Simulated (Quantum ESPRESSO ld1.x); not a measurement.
Ga+, configuration [Ar] 3d10 4s2. Calculated with ld1.x of Quantum ESPRESSO 7.5: Dirac Kohn-Sham, BLYP, spin-unpolarised, spherical densities, point nucleus.

Normalised radial functions P(r) = r R(r) (large component), r in bohr:

r,3s1/2,3p1/2,3d5/2
0.004729,0.1776,0.0095,0.0000
0.006158,0.2191,0.0148,0.0001
0.008083,0.2677,0.0237,0.0002
0.01053,0.3184,0.0372,0.0004
0.01371,0.3681,0.0581,0.0008
0.01799,0.4097,0.0911,0.0018
0.02342,0.4281,0.1388,0.0037
0.03075,0.4057,0.2094,0.0079
0.04004,0.3231,0.3022,0.0158
0.05255,0.1571,0.4218,0.0318
0.06843,-0.0846,0.5492,0.0605
0.0891,-0.3747,0.6583,0.1109
0.117,-0.6413,0.6977,0.1971
0.1523,-0.7429,0.5974,0.3249
0.1999,-0.5555,0.2943,0.5056
0.2603,-0.0558,-0.1855,0.7146
0.3416,0.6407,-0.7544,0.9241
0.4449,1.2010,-1.1824,1.0639
0.5793,1.3826,-1.3135,1.0886
0.7603,1.1402,-1.1146,0.9824
0.9901,0.7031,-0.7429,0.7891
1.3,0.3101,-0.3748,0.5565
1.692,0.0980,-0.1434,0.3474
2.221,0.0191,-0.0367,0.1811
2.892,0.0022,-0.0062,0.0781
3.766,0.0001,-0.0006,0.0257
4.943,0.0000,0.0000,0.0056
6.437,0.0000,0.0000,0.0008

3s1/2: eigenvalue -156.07 eV, 2 radial nodes at r = 0.0629, 0.266 bohr, <r> = 0.652 bohr, 90 % of the charge inside 0.977 bohr. 3p1/2: eigenvalue -109.37 eV, 1 radial node at r = 0.237 bohr, <r> = 0.672 bohr, 90 % of the charge inside 1.04 bohr. 3d5/2: eigenvalue -27.143 eV, 0 radial nodes, <r> = 0.811 bohr, 90 % of the charge inside 1.40 bohr.
